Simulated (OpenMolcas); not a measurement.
**F3+: effect of the active space**

* Program: OpenMolcas
* Method: SS-CASPT2 or its RAS form, IPEA 0.25 Eh, imaginary shift 0.1 Eh
* Basis: ANO-RCC-VTZP
* Scalar Hamiltonian: DKH2, point nucleus
* Spin-orbit coupling: state interaction with AMFI integrals over the reference wave functions, term energies averaged over their components

A. 2 electrons in 3 orbitals (2p); 2S+1 = 3 even, 3 roots; 2S+1 = 1 even, 6 roots; closed shells correlated: 1s 2s; CASPT2 step about 0.5 core-seconds
B. 4 electrons in 4 orbitals (2s 2p); 2S+1 = 3 even, 3 roots; 2S+1 = 1 even, 6 roots; 2S+1 = 5 odd, 1 root; 2S+1 = 3 odd, 9 roots; 2S+1 = 1 odd, 8 roots; closed shells correlated: 1s; CASPT2 step of the order of 1.6 core-seconds
C. 4 electrons in 8 orbitals (2s 2p 3s 3p); 2S+1 = 3 even, 3 roots; 2S+1 = 1 even, 6 roots; 2S+1 = 5 odd, 1 root; 2S+1 = 3 odd, 9 roots; 2S+1 = 1 odd, 8 roots; closed shells correlated: 1s; CASPT2 step roughly 5 core-seconds
D. 4 electrons in 9 orbitals (RAS2 2s 2p; RAS3 3d, at most 2 electrons); 2S+1 = 3 even, 3 roots; 2S+1 = 1 even, 6 roots; 2S+1 = 5 odd, 1 root; 2S+1 = 3 odd, 9 roots; 2S+1 = 1 odd, 8 roots; closed shells correlated: 1s; CASPT2 step about 10 core-seconds

Energies in cm-1 above 2s2 2p2 3P0, the measured ground level; measured values from Moore, Atomic Energy Levels, vol. I, NSRDS-NBS 35 (1971 reprint of NBS Circular 467, 1949).

| Level | A | B | C | D | Measured |
| --- | --- | --- | --- | --- | --- |
| 2s2 2p2 3P0 | 0.0 | 0.0 | 0.0 | 0.0 | 0.0 |
| 2s2 2p2 3P1 | 231 | 224 | 223 | 223 | 225 |
| 2s2 2p2 3P2 | 675 | 653 | 650 | 652 | 613 |
| 2s2 2p2 1D2 | 25940 | 25730 | 26000 | 26050 | 25241 |
| 2s2 2p2 1S0 | 58460 | 53810 | 54100 | 54980 | 53544 |

Deviations, from unrounded energies. A percentage is the sum of absolute deviations over the sum of measured energies, with the sign that they share, or ± where signs differ.

```json
{"Against measurement": "mean absolute deviation (cm-1)", "Levels": "4", "A": "1400", "B": "200", "C": "340", "D": "570"}
{"Against measurement": "fine structure of the ground term (%)", "Levels": "2", "A": "+8.0", "B": "±4.9", "C": "±4.7", "D": "±4.9"}
{"Against measurement": "other terms of the ground configuration (%)", "Levels": "2", "A": "+7.1", "B": "+1.0", "C": "+1.7", "D": "+2.9"}
```

B lies closest to measurement on these levels and A furthest from it. The largest miss of B in the table is 2s2 2p2 1D2, by +490 cm-1. The ranking rests on the paired levels alone, and a cruder setting can come out closer through cancelling errors.

Among A to D the level of the table that moves most is 2s2 2p2 1S0, by 4700 cm-1 (lowest in B, highest in A). Moves below CASPT2's spread within the term are not significant.

Term energies are means over components that CASPT2 splits; among the terms shown or strongly mixed into the levels shown the widest spread is 69 cm-1 (2s2 2p2 1D, A). With the s shell closed, the reference lacks s² → p² mixing (holds for A). Active for correlation alone: 3p 3s; no level in the range computed is led by a configuration that fills them, so any true level of that kind is missing (holds for C). Active for correlation alone: 3d; no level in the range computed is led by a configuration that fills it, so any true level of that kind is missing (holds for D). Computed and measured levels are paired by configuration, term and J; levels that our copy of the source lacks, or whose pairing is in doubt (as where it misses far off the trend of its configuration), stay unpaired and out of the deviations. Levels of configurations outside the active space are missing. The table leaves out levels that lie high or whose names do not pair safely across all columns.
